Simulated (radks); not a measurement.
Results of a calculation; reference values are marked as such.
Question: Valence configurations of Tl3+ (all share [Xe]). Code: a radial shooting solver on a logarithmic mesh with Libxc functionals. Model: scalar-relativistic Kohn-Sham, PBE, spin-polarised, spherical densities, point nucleus; open shells are filled with parallel spins first (spin-orbit coupling, left out, can overturn this in heavy ions). Order these by energy: 4f13 5d10 6p1; 4f10 5d10 6s2 6p2; 4f13 5d9 6p2; 4f14 5d10; 4f14 5d9 6s1; 4f14 5d9 6p1; 4f13.5 5d9.5 6s1; 4f14 5d8 6s2; 4f13 5d10 6s1; 4f12 5d10 6p2.

Answer: From the lowest, in eV above it: 4f14 5d10 0.000; 4f14 5d9 6s1 9.452; 4f14 5d9 6p1 20.572; 4f14 5d8 6s2 21.012; 4f13.5 5d9.5 6s1 61.234; 4f13 5d10 6s1 115.59; 4f13 5d10 6p1 126.81; 4f13 5d9 6p2 151.20; 4f12 5d10 6p2 269.94; 4f10 5d10 6s2 6p2 583.11. NIST lists [Xe] 4f14 5d10 as the ground configuration; this level of theory agrees among the configurations tried. The energies are those of spherical high-spin densities, not of single terms.
